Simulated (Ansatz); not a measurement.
`C[SiH2]C1C=N1` and `[SiH3]C1C=N1` differ in one atom or group.

Ansatz, PBE0-D4/def2-TZVP geometries, multiplicity 1. Each molecule was computed in one conformer, which needn't be the lowest.

```json
{"property": "LUMO energy (PBE/def2-TZVPP) / eV", "`C[SiH2]C1C=N1`": "-1.83"}
{"property": "HOMO–LUMO gap (B3LYP/def2-TZVPP) / eV", "`C[SiH2]C1C=N1`": "6.67"}
{"property": "zero-point energy (PBE0-D4/def2-TZVP) / kJ/mol", "`C[SiH2]C1C=N1`": "233.9"}
{"property": "LUMO energy (B3LYP/def2-TZVPP) / eV", "`C[SiH2]C1C=N1`": "-0.95"}
{"property": "HOMO–LUMO gap (PBE0/def2-TZVPP) / eV", "`C[SiH2]C1C=N1`": "7.17"}
{"property": "HOMO energy (B3LYP/def2-TZVPP) / eV", "`C[SiH2]C1C=N1`": "-7.62"}
```

(1) What does the change do to each property? (An estimate is asked.)

## Answers

(1) Ansatz gave: 
```
                                      property  `[SiH3]C1C=N1`  shift
             LUMO energy (PBE/def2-TZVPP) / eV           -1.98  -0.15
         HOMO–LUMO gap (B3LYP/def2-TZVPP) / eV            6.69   0.02
zero-point energy (PBE0-D4/def2-TZVP) / kJ/mol           157.4  -76.5
           LUMO energy (B3LYP/def2-TZVPP) / eV           -1.10  -0.15
          HOMO–LUMO gap (PBE0/def2-TZVPP) / eV            7.19   0.02
           HOMO energy (B3LYP/def2-TZVPP) / eV           -7.79  -0.17
```

The zero-point energy changes by -76.5 kJ/mol with -9 modes.

B3LYP here is the variant with VWN-RPA as its local correlation; programs differ in this.
